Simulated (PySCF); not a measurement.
A species of formula C7H8O2S2 has this rotational fingerprint, computed with PBE0/pcSseg-1 in PySCF (dipole) on a GFN2-xTB geometry, gas phase:

| Item | Value |
| --- | --- |
| Rotational constants | A = 1641, B = 641.7, C = 469.2 MHz |
| Dipole components | \|μa\| = 0.70 D, \|μb\| = 0.18 D, \|μc\| = 0.12 D |
| Inertial defect | -18.41 u·Å² |
| κ | -0.71 |

Question: Which structure is it? (One computed conformer of each.)
A. `[CH3:1][S:2][c:3]1[s:4][cH:5][c:6]2[c:7]1[O:8][CH2:9][CH2:10][O:11]2` with C1–S2–C3–S4 -3°, C6–C7–O8–C9 17°, C7–O8–C9–C10 -47°, O8–C9–C10–O11 64°, C9–C10–O11–C6 -45°
B. `[CH3:1][S:2](=[O:3])(=[O:4])[c:5]1[cH:6][cH:7][cH:8][cH:9][c:10]1[SH:11]` with C1–S2–C5–C6 103°, C9–C10–S11–H 162°

Answer: A. It is CSc1scc2c1OCCO2, an asymmetric top, point group C1. The candidates at the same level (rigid rotor, commonest isotopes):

```
             SMILES  A (MHz)  B (MHz)  C (MHz)  μa (D)  μb (D)  μc (D)  Δ (u·Å²)  point group           rotor
    CSc1scc2c1OCCO2     1641    641.7    469.2    0.70    0.18    0.12    -18.41           C1  asymmetric top
CS(=O)(=O)c1ccccc1S     1237    810.2    554.6    2.57    0.56    3.15   -121.05           C1  asymmetric top
```

`CS(=O)(=O)c1ccccc1S` has B 26 % too high. No structure here is proved a minimum.
